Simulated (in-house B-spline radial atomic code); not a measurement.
Atomic self-consistent-field run: the chlorine ion Cl³⁺ (an excited or competing configuration). Computed with a B-spline radial code for spherical atoms: non-relativistic B3LYP, spin-polarised, spherical fractional occupations, exact exchange averaged over the configuration, point nucleus.

Command:
```bash
python run_scf.py task.json out
```
Settings:
```
Z                17
configuration    [He] 2s2 2p5 3s2 3p3
hamiltonian      nr
method           b3lyp
spin_polarised   True
exact_exchange   averaged over the configuration
```

Output (hartree, bohr):
```
 radial grid: 45 intervals, B-splines of order 8, outer radius 18.6486 bohr

 iter        energy (Eh)    residual
    1        -447.231155    2.92e-01
    2        -449.720069    1.36e-01
    3        -449.990834    4.45e-02
    4        -450.022947    1.44e-02
    5        -450.026708    5.08e-03
    6        -450.027151    1.14e-04
    7        -450.027151    1.72e-05
    8        -450.027151    4.17e-07
    9        -450.027151    2.66e-08

 total energy                      -450.02715
 kinetic                             449.4801
 electron-nucleus                  -1041.1426
 Hartree                             167.4194
 exact exchange                       -4.8615
 exchange-correlation                -20.9226

 orbital      occ     eigenvalue          <r>       <r^2>       <1/r>       <r^4>     <1/r^2>       r_max
 1s up      1.000      -104.8064    0.0913977    0.011224     16.5499 0.000324066     552.839     0.05993
 1s down    1.000      -104.6727     0.091291   0.0111947     16.5642 0.000322067     553.613      0.0599
 2s up      1.000       -12.1223     0.435168    0.224235     3.37612   0.0892679     47.0468      0.3581
 2s down    1.000       -11.8911     0.436897    0.225893      3.3552   0.0903327     46.3775      0.3594
 2p up      3.000        -9.9875     0.392414    0.190505     3.29659   0.0755641     15.0647      0.2953
 2p down    2.000        -9.7632     0.395026    0.193078     3.27757    0.077499     14.9136       0.297
 3s up      1.000        -2.4793      1.32723     2.01299     1.04708     6.29279       6.692       1.171
 3s down    1.000        -2.2635      1.35126      2.0951      1.0308     6.93697     6.49848       1.179
 3p up      3.000        -1.9267      1.41259     2.31154     0.95848     8.68604     2.03433       1.221
```

Run time, properties included: 0.15 s on 1 thread of Arm Neoverse N1, with other jobs on the host.
